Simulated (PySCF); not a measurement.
# Nuclear quadrupole coupling in `C=CP(CC)N(C)C`

Compound: C6H14NP.
Z-matrix (Å and degrees, GFN2-xTB geometry), rows numbered from 1:
```
C 
C   1  1.3234
P   2  1.8257  1  124.19
C   3  1.8837  2   95.62  1  -140.75
C   4  1.5222  3  111.00  2   174.98
N   3  1.7026  2   99.86  1   -34.29
C   6  1.4459  3  122.43  2   -59.76
C   6  1.4478  3  117.41  2   152.08
H   1  1.0777  2  120.86  3     4.73
H   1  1.0789  2  122.43  3  -175.91
H   2  1.0844  1  120.70  3   173.16
H   4  1.0937  3  110.10  2    51.84
H   4  1.0926  3  106.78  2   -65.23
H   5  1.0893  4  110.87  3   177.08
H   5  1.0886  4  110.31  3    56.79
H   5  1.0886  4  110.74  3   -62.81
H   7  1.0979  6  112.65  3   -87.55
H   7  1.0886  6  109.78  3    34.18
H   7  1.0936  6  108.97  3   152.77
H   8  1.0938  6  109.51  3  -144.97
H   8  1.0971  6  112.75  3    94.83
H   8  1.0885  6  109.08  3   -25.99
```

Field gradients from the PBE0/pcSseg-1 density (PySCF, non-relativistic), principal values in atomic units, ordered |Vxx| ≤ |Vyy| ≤ |Vzz|:

```csv
atom,Vxx,Vyy,Vzz
N6,0.5490,0.6685,-1.2175
```

Problem. Find the asymmetry η = (Vxx − Vyy)/Vzz and the couplings χ = eQV/h (234.96 MHz × Q in barn × V in au), with Q(14N) = 0.02044 b.

Solution. 
```csv
atom,environment,nucleus,η,χzz (MHz),χxx (MHz),χyy (MHz)
N6,nitrogen bonded to 2 C and P,14N,0.10,-5.85,2.64,3.21
```

Problem. What is Vzz at N6 in SI units (1 au = 9.71736 × 10²¹ V/m²)?

Solution. -1.2175 au = -11.831 × 10²¹ V/m².

Problem. And the gradient at the other heavy atoms, for which no coupling is worked out here?

Solution. 
| atom | environment | Vzz (au) | η |
| --- | --- | --- | --- |
| C1 | terminal =CH2 carbon | 0.324 | 0.34 |
| C2 | alkene CH carbon | 0.315 | 0.55 |
| P3 | three-coordinate phosphorus | -1.539 | 0.39 |
| C4 | sp3 carbon bound to phosphorus | -0.041 | 0.62 |
| C5 | methyl carbon | 0.065 | 0.19 |
| C7 | N-methyl carbon | 0.241 | 0.21 |
| C8 | N-methyl carbon | 0.247 | 0.17 |

Were the hydrogens deuterons (Q(2H) = 0.00286 b), χzz would run from 197 kHz (H21 and H17) to 225 kHz (H10).

One conformer (not necessarily the lowest) at the GFN2-xTB geometry, without solvent, vibrations or thermal averaging. GFN2-xTB bond lengths can be off by several hundredths of an ångström, more for odd bonds, and the gradients follow them. With so small a basis the couplings can be 20 % off.

These values come from a run that also computed NMR shieldings. Time: 38 s of wall time. Hardware: one thread of an Arm Neoverse V2, no GPU, on a shared host.
